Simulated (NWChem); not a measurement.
Species: C4H3FSi; SMILES C#C[SiH](F)C#C

```xyz
9

Si    -0.4667     0.3936     0.0000
F     -1.8137    -0.4916     0.0000
C      0.4955    -0.0039     1.4903
C      1.1446    -0.2401     2.4888
C      0.4955    -0.0039    -1.4903
C      1.1446    -0.2401    -2.4888
H     -0.8509     1.8205     0.0000
H      1.7136    -0.4547     3.3669
H      1.7136    -0.4547    -3.3669
```
Atoms are numbered in this order, from 1.

Computed with NWChem. Structure relaxed at the B3LYP/6-31G* (spherical d) level. Level: B3LYP/def2-SVP with SMD (1 M gas to 1 M solution), gas-phase geometry. Reactions with the solvent are ignored.

```json
[
 {"solvent": "water", "dielectric constant": "78.4", "solvation free energy (kcal/mol)": "1.6", "cavity-dispersion-structure term (kcal/mol)": "7.7", "dipole in solution (D)": "2.51"},
 {"solvent": "dichloromethane", "dielectric constant": "8.93", "solvation free energy (kcal/mol)": "-3.1", "cavity-dispersion-structure term (kcal/mol)": "2.2", "dipole in solution (D)": "2.44"},
 {"solvent": "acetone", "dielectric constant": "20.5", "solvation free energy (kcal/mol)": "-2.5", "cavity-dispersion-structure term (kcal/mol)": "3.3", "dipole in solution (D)": "2.48"},
 {"solvent": "N,N-dimethylformamide", "dielectric constant": "37.2", "solvation free energy (kcal/mol)": "-1.3", "cavity-dispersion-structure term (kcal/mol)": "4.7", "dipole in solution (D)": "2.50"},
 {"solvent": "tetrahydrofuran", "dielectric constant": "7.43", "solvation free energy (kcal/mol)": "-1.7", "cavity-dispersion-structure term (kcal/mol)": "3.5", "dipole in solution (D)": "2.42"}
]
```
